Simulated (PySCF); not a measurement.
## How methods differ on the ionisation energy of Nd⁴¹⁺

Nd⁴¹⁺ [Ar] 3d1 (2D) → Nd⁴²⁺ [Ar] (1S), as a difference of total energies. Computed with PySCF 2.14 in an uncontracted even-tempered set (18 s from 7.7 bohr⁻², ratio 2.5; 12 p from 10 bohr⁻², ratio 2.5; 7 d from 10 bohr⁻², ratio 2.5; 4 f from 35 bohr⁻², ratio 2.7; 3 g from 52 bohr⁻², ratio 2.7), with the spin-free X2C one-electron Hamiltonian (Gaussian nucleus). Correlated levels: outer shells: [Ne] frozen; virtual orbitals above 40 to 60 times the deepest correlated orbital energy dropped. The calculations carry no spin-orbit coupling.

```
                method  ionisation energy (eV)
                   UHF                  3062.0
                   LDA                  3062.8
                   PBE                  3063.9
                  PBE0                  3063.8
                r2SCAN                  3064.5
                PBEsol                  3063.0
                 M06-L                  3063.6
    MP2 (outer shells)                  3061.7
SCS-MP2 (outer shells)                  3061.7
```

A first-order spin-orbit estimate (lowest level to lowest level, LS coupling) adds 16.920 eV.

Breit and QED terms and the two-electron picture change are absent.

First order in ζ underestimates the shift of j = l − 1/2 levels at high Z.

For comparison: 3078 ± 4 eV (theoretical estimate listed by NIST; NIST Atomic Spectra Database, ionization energies).
